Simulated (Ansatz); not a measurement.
Basis-set extrapolation for `N[SiH](F)[S]` radical (PBE0-D4/def2-TZVP geometry, frozen core, Ansatz). Multiplicity 2, UHF reference.

|  | def2-TZVPP | def2-QZVPP |
| --- | --- | --- |
| HF | -842.310541 | -842.338877 |
| MP2 correlation | -0.721857 | -0.785990 |
| CCSD(T) correlation | -0.785664 | not run |

Energies in hartree. Use E(X) = E(∞) + A·exp(−7.88·√X) for Hartree–Fock and E(X) = E(∞) + B·X^(−2.97) for correlation, with X = 3 and 4, and add CCSD(T) minus MP2 of the smaller set to the MP2 limit.

Q: What is the CCSD(T) energy at the basis-set limit?

A: HF limit: -842.338877 + (-0.028336) × 0.13774 = -842.34278. MP2 limit: -0.785990 + (-0.064133) × 0.74074 = -0.83350. Higher-order term: -0.785664 − (-0.721857) = -0.06381. Total: -843.24009 hartree, 377.8 kJ/mol below CCSD(T)/def2-TZVPP.
